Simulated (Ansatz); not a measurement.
Cost and result up the ladder for GeCl2(NHtBu)2 (C8H20Cl2GeN2) (33 atoms). Charge 0, multiplicity 1. Geometry: PBE-D4/def2-SVP.

Cartesian coordinates in Å:
```
Ge -0.713 0.049 0.136
Cl -1.452 -1.796 -0.811
Cl -2.519 0.968 0.977
N 0.146 1.139 -1.065
C -0.226 1.331 -2.494
C -1.749 1.472 -2.692
C 0.477 2.620 -2.952
C 0.311 0.139 -3.308
H 0.266 2.052 -0.606
H -1.996 1.679 -3.754
H -2.274 0.539 -2.403
H -2.154 2.298 -2.072
H 0.095 3.503 -2.394
H 0.298 2.801 -4.030
H 1.572 2.549 -2.788
H -0.152 -0.811 -2.978
H 1.409 0.051 -3.180
H 0.090 0.272 -4.386
N 0.518 -0.204 1.451
C 0.502 -1.214 2.532
C 1.079 -2.551 2.023
C 1.374 -0.664 3.677
C -0.935 -1.423 3.030
H 1.454 -0.107 1.037
H 1.101 -3.315 2.828
H 0.469 -2.943 1.185
H 2.119 -2.417 1.658
H 2.412 -0.480 3.329
H 1.423 -1.383 4.520
H 0.962 0.295 4.049
H -1.579 -1.855 2.236
H -1.389 -0.468 3.361
H -0.940 -2.130 3.883
```

Ansatz on 4 threads of Arm Neoverse V2 on a shared host. Times are rough, and most runs start from the orbitals of an earlier one. PBE0-D4/def2-SVP serves as the yardstick here, not as an exact answer. Differences are given only for rows in sets of like size (and for xTB, whose basis is part of the method), since another set adds its own error. Binding counts from free atoms at the same level (Ge triplet, Cl doublet, N quartet, C triplet, H doublet; other spins of the atoms weren't run), without zero-point energy or a counterpoise term.

The 6-31G sets use Cartesian d functions. B3LYP takes the VWN-RPA correlation. Correlated methods freeze 29 core orbitals; core or outer-core shells of Ge are correlated, in sets that lack core-valence functions.

Correlated methods converge slowly with the basis, most of all in double-zeta sets.

| level | functions | wall time |
| --- | --- | --- |
| HF/STO-3G | 106 | 1.6 s |
| HF/6-31G | 185 | 5.5 s |
| B3LYP-D4/6-31G | 185 | 8.5 s |
| PBE-D4/def2-SVP (with forces) | 308 | 10 s |
| r2SCAN-D4/def2-SVP | 308 | 19 s |
| PBE0-D4/def2-SVP | 308 | 22 s |
| MP2/def2-SVP | 308 | 22 s |

(1) Estimate what each level gives for the binding energy per atom (eV).

Results:

(1) 
```
                        level  binding energy per atom (eV)  difference from PBE0-D4/def2-SVP (eV)
                    HF/STO-3G                          3.65                                      –
                     HF/6-31G                          2.76                                      –
               B3LYP-D4/6-31G                          3.91                                      –
PBE-D4/def2-SVP (with forces)                          4.11                                   0.06
           r2SCAN-D4/def2-SVP                          4.03                                  -0.03
             PBE0-D4/def2-SVP                          4.06                                   0.00
                 MP2/def2-SVP                          3.86                                  -0.20
```
